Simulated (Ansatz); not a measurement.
`Cc1ccc(C)[nH]1` + `[OH][AlH][CH2]F` → `C[O][AlH][CH2]F` + `Cc1ccc[nH]1`  (substitution at a C–C bond)

Calculated with Ansatz (gas phase, PBE0-D4/def2-TZVP geometries, no zero-point term in ΔE). CCSD(T)/CBS is the MP2 limit (def2-TZVPP, def2-QZVPP) plus CCSD(T) − MP2 in def2-TZVPP, frozen cores. Functionals use def2-TZVPP. One conformer a species, not always the lowest.

`Cc1ccc(C)[nH]1`:

```xyz
16

C     2.196    0.690   -1.077
C     0.846    0.184   -0.727
C    -0.112   -0.436   -1.488
C    -1.223   -0.708   -0.647
C    -0.920   -0.248    0.608
C    -1.701   -0.265    1.870
N     0.338    0.289    0.540
H     2.984    0.202   -0.493
H     2.400    0.496   -2.130
H     2.287    1.770   -0.917
H    -0.019   -0.668   -2.538
H    -2.147   -1.189   -0.928
H    -1.896    0.745    2.248
H    -2.665   -0.744    1.700
H    -1.190   -0.821    2.663
H     0.823    0.704    1.316
```

`[OH][AlH][CH2]F`:

Cartesian coordinates in Å:
```
O -0.723 1.772 0.476
Al 0.075 0.294 0.716
C 0.149 -0.859 -0.886
F 0.827 -2.050 -0.594
H -0.841 2.436 1.153
H 0.696 -0.092 2.118
H 0.666 -0.377 -1.725
H -0.849 -1.124 -1.257
```

`C[O][AlH][CH2]F`:

Z-matrix (Å, degrees):
```
C
O 1 1.399
H 1 1.095 2 112.4
H 1 1.095 2 109.9 3 -120.8
H 1 1.095 2 109.8 3 120.8
Al 2 1.678 1 138.0 3 0.2
C 6 1.983 2 120.8 1 0.0
H 6 1.579 2 117.6 1 -180.0
F 7 1.401 6 111.6 2 0.1
H 7 1.098 6 112.1 2 120.7
H 7 1.098 6 112.1 2 -120.6
```

`Cc1ccc[nH]1`:

Cartesian coordinates in Å:
```
C 1.535 0.956 -0.656
C 0.350 0.260 -0.095
C -0.364 0.479 1.058
C -1.409 -0.478 1.112
C -1.304 -1.255 -0.010
N -0.237 -0.798 -0.730
H 1.838 1.762 0.012
H 1.327 1.397 -1.636
H 2.391 0.282 -0.771
H -0.152 1.250 1.783
H -2.152 -0.584 1.886
H -1.896 -2.089 -0.352
H 0.074 -1.183 -1.603
```

```tsv
level	ΔE (kcal/mol)
B2PLYP	16.3
r2SCAN	16.8
CCSD(T)/def2-TZVPP	17.1
SCS-MP2/def2-QZVPP	17.6
```

Problem. What does CCSD(T)/CBS give? (Best estimate.)

Solution. Ansatz gave: +17.6 kcal/mol. The listed levels differ from it by -1.3, -0.8, -0.5, 0.0 kcal/mol.

Largest T1 diagnostic among the species: 0.012.

In def2-TZVPP, CCSD(T) changes the Hartree–Fock value by +2.7 kcal/mol (the triples alone add +0.2 kcal/mol) and MP2 by +4.4 kcal/mol.
